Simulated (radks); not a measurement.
Spherical quantum dot in the effective-mass picture: electrons in a hard-walled sphere of radius 2.67, with a point charge +2 (a donor) at the centre, all in effective atomic units (hartree* = m*/eps^2 hartree, bohr* = eps/m* bohr), one dielectric constant everywhere. Method: non-relativistic Kohn-Sham, LDA (Slater exchange, Perdew-Wang correlation), spin-polarised, spherical densities; computed with a radial shooting solver with Libxc functionals. Levels are named by radial order and angular momentum (1s, 1p, 1d, 2s, ...), and open shells are averaged over m. Each electron was tried in the lowest free levels, single moves between levels near the top were tried too, and the lowest total energy was kept; such a search can miss a lower state. At N = 1 the Hartree and exchange-correlation terms need not cancel, so that row can carry a self-interaction error.

N	open shells	2S	E (hartree*)	mu = E(N) - E(N-1) (hartree*)	addition energy mu(N+1) - mu(N) (hartree*)	e(HOMO) (hartree*)	rms radius (bohr*)
1	1s(up 1, down 0)	1	-1.93092	-1.9309	1.104	-1.4882	0.8504
2	none	0	-2.75754	-0.82662	2.050	-0.45452	0.9702
3	1p(up 1, down 0)	1	-1.53429	1.2233	0.4861	1.4606	1.230
4	1p(up 2, down 0)	2	0.175086	1.7094	0.5044	1.9604	1.353
5	1p(up 3, down 0)	3	2.38889	2.2138	0.6546	2.4676	1.430
6	1p(up 3, down 1)	2	5.25725	2.8684	0.4733	3.1016	1.487
7	1p(up 3, down 2)	1	8.59895	3.3417	0.4861	3.5837	1.530
8	none	0	12.4267	3.8278	0.9900	4.0725	1.566
9	2s(up 1, down 0)	1	17.2445	4.8178	0.6613	5.0923	1.591
10	none	0	22.7236	5.4791	0.6715	5.7779	1.604
11	1d(up 1, down 0)	1	28.8742	6.1506	0.4619	6.3811	1.635
12	1d(up 2, down 0)	2	35.4866	6.6125	0.4636	6.8441	1.662
13	1d(up 3, down 0)	3	42.5627	7.0761	0.4646	7.3083	1.684
14	1d(up 4, down 0)	4	50.1034	7.5407	0.4650	7.7945	1.704
15	1d(up 5, down 0)	5	58.1091	8.0057	0.5876	8.2950	1.722
16	1d(up 5, down 1)	4	66.7024	8.5933	0.4542	8.8200	1.738
17	1d(up 5, down 2)	3	75.7498	9.0475	0.4561	9.2753	1.753
18	1d(up 5, down 3)	2	85.2534	9.5035	0.4572	9.7488	1.767
19	1d(up 5, down 4)	1	95.2141	9.9607	0.4579	10.235	1.779
20	none	0	105.633	10.419	1.386	10.720	1.790
21	1f(up 1, down 0)	1	117.438	11.805	0.4472	12.028	1.803
22	1f(up 2, down 0)	2	129.690	12.252	0.4478	12.476	1.815
23	1f(up 3, down 0)	3	142.390	12.700	0.4482	12.924	1.826
24	1f(up 4, down 0)	4	155.538	13.148	0.4484	13.372	1.837
25	1f(up 5, down 0)	5	169.134	13.596	0.4485	13.821	1.846
26	1f(up 6, down 0)	6	183.179	14.045	0.4486	14.269	1.855
27	1f(up 7, down 0)	7	197.673	14.494	0.5668	14.718	1.864
28	1f(up 7, down 1)	6	212.733	15.060	0.4425	15.281	1.872
29	1f(up 7, down 2)	5	228.236	15.503	0.4431	15.724	1.879
30	1f(up 7, down 3)	4	244.182	15.946	0.4436	16.168	1.887
31	1f(up 7, down 4)	3	260.571	16.390	0.4439	16.611	1.894
32	1f(up 7, down 5)	2	277.405	16.833	0.4441	17.056	1.900
33	1f(up 7, down 6)	1	294.683	17.278	0.4442	17.500	1.906
34	none	0	312.404	17.722	1.523	17.944	1.912
35	1g(up 1, down 0)	1	331.649	19.245	0.4379	19.464	1.919
36	1g(up 2, down 0)	2	351.332	19.683	0.4381	19.902	1.925
37	1g(up 3, down 0)	3	371.452	20.121	0.4382	20.340	1.931
38	1g(up 4, down 0)	4	392.011	20.559	0.4383	20.778	1.937
39	1g(up 5, down 0)	5	413.008	20.997	0.4383	21.216	1.942
40	1g(up 6, down 0)	6	434.444	21.436	0.4384	21.655	1.947
41	1g(up 7, down 0)	7	456.318	21.874	0.4384	22.093	1.953
42	1g(up 8, down 0)	8	478.630	22.312	0.4383	22.531	1.957
43	1g(up 9, down 0)	9	501.381	22.751	-	22.970	1.962

All shells are closed at N = 2, 8, 10, 20, 34 (there: 1s2 1p6 1d10 2s2 1f14); the second difference of the energy has clear peaks (12 % above both neighbours; the first and last values, which can be the largest, are not judged, and half-filled shells can peak too) at N = 2, 5, 8, 15, 20, 27, 34.
